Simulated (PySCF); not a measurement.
Species: C₂H₆FNSi.
Atom-mapped SMILES: `[H]/[N:1]=[CH:2]\[CH2:3][SiH2:4][F:5]` (hydrogens: H6 on N1; H7 on C2; H8, H9 on C3; H10, H11 on Si4)

Computed by this run: PySCF, PBE0-D3(BJ)/def2-SVP geometry optimisation, gas phase; density fitting, grid level 1; the optimiser is geomeTRIC in internal coordinates, started from a GFN2-xTB structure with every atom displaced at random (about 0.01 Å).

Step 0: E = -14239.6225 eV
```
atom  x, y, z in Å  |  force x, y, z in eV/Å
N1     -1.8535    0.1182    1.2141   -1.142   1.932   0.889
C2     -1.2676    0.5210    0.1832    0.443  -0.610  -0.336
C3     -0.3905   -0.2659   -0.7147    1.501   0.558   1.281
Si4     1.4958    0.0610   -0.2974   -1.913  -0.846  -0.328
F5      2.3110   -0.8375   -1.3423    0.627  -0.526  -0.670
H6     -1.7526   -0.8375    1.4383    0.453  -1.763   0.042
H7     -1.3685    1.5724   -0.0749   -0.117   0.647  -0.112
H8     -0.5639   -1.3262   -0.6053   -0.091  -0.781   0.061
H9     -0.5509    0.0188   -1.7277   -0.063   0.314  -1.391
H10     1.8192   -0.4444    1.0351    0.065   0.011   0.548
H11     1.8473    1.4311   -0.5452    0.239   1.064   0.017
```

Step 1: E = -14239.8356 eV
```
atom  x, y, z in Å  |  force x, y, z in eV/Å
N1     -1.9042    0.1532    1.2319   -0.051  -0.420   0.252
C2     -1.2598    0.5278    0.2094    0.074   0.268  -0.084
C3     -0.3672   -0.2728   -0.6794    0.321  -0.160  -0.444
Si4     1.4778    0.0154   -0.3506   -0.217   0.146   0.171
F5      2.3691   -0.8554   -1.4032   -0.184   0.106   0.101
H6     -1.7667   -0.8589    1.4125   -0.007   0.374  -0.134
H7     -1.3435    1.6007   -0.0578    0.013  -0.100   0.016
H8     -0.5643   -1.3559   -0.5776    0.000   0.075  -0.014
H9     -0.5224    0.0084   -1.7438   -0.056  -0.100   0.237
H10     1.7951   -0.4129    1.0382    0.094  -0.097  -0.022
H11     1.8117    1.4614   -0.5163    0.014  -0.092  -0.079
```

**Question.** Estimate the geometry and energy of step 2. (The exact step hangs on the optimiser's Hessian estimate; all steps are aligned on step 1, rigid shifts and turns removed.)

**Answer.** E = -14239.8503 eV, largest force 0.284 eV/Å
```
atom  x, y, z in Å  |  force x, y, z in eV/Å
N1     -1.8828    0.1419    1.2273   -0.085   0.048   0.121
C2     -1.2555    0.5439    0.2026    0.025  -0.167   0.035
C3     -0.3674   -0.2727   -0.6802    0.099   0.056  -0.260
Si4     1.4568    0.0224   -0.3291    0.010   0.067   0.081
F5      2.3287   -0.8535   -1.3867   -0.016  -0.011  -0.020
H6     -1.7214   -0.8645    1.3696   -0.014   0.077   0.000
H7     -1.3443    1.6141   -0.0615   -0.001  -0.035   0.023
H8     -0.5673   -1.3522   -0.5688   -0.027   0.029   0.025
H9     -0.5286   -0.0055   -1.7405    0.010  -0.036   0.025
H10     1.8015   -0.4207    1.0502    0.007  -0.029  -0.022
H11     1.8059    1.4576   -0.5196   -0.008   0.001  -0.007
```

The energy changes by -0.0146 eV. The first-order estimate −F·Δx gives -0.0327 eV and the mean of the old and new forces, exact on a quadratic surface, -0.0144 eV. The step makes an angle of 70° with the force vector and moves no atom by more than 0.063 Å.

What follows is the cost of the whole optimisation. The run took 37 s on one thread of an Arm Neoverse V1, no GPU, shared host with 32 logical CPUs at a one-minute load of 23, and the process peaked at 0.43 GiB of memory.
